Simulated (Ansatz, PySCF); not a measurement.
Pair of molecules: H2O (SMILES O) (first 3 atoms) with CH2O (SMILES C=O); geometry from B3LYP-D3(BJ)/def2-TZVP.
(charge 0, multiplicity 1):
```csv
atom,x (Å),y (Å),z (Å)
O,0.2747,-0.1146,0.5396
H,-0.4627,-0.4410,1.0783
H,-0.0426,-0.1115,-0.3678
C,-0.3464,-0.3362,3.5863
O,-1.2253,-0.7603,2.8809
H,0.5738,0.1012,3.1637
H,-0.4289,-0.3694,4.6874
```

Interaction energies are E(AB) − E(A) − E(B) at the monomers' geometry in the complex; basis-set methods are counterpoise corrected.

Frozen-core correlation. Rows in 6-31G* carry no dispersion term and start afresh at each structure (6-31G* with six Cartesian d functions).

Codes used: Ansatz (a first-principles code) with Gaussian orbitals; PySCF for 6-31G* rows. 

Q: Predict the interaction energy from CCSD(T)/aug-cc-pVDZ.

A: -4.6 kcal/mol

Q: What is the computed interaction energy (BHLYP/def2-TZVPPD)?

A: -5.1 kcal/mol

Q: Predict the interaction energy from HF/6-31G*.

A: -4.0 kcal/mol
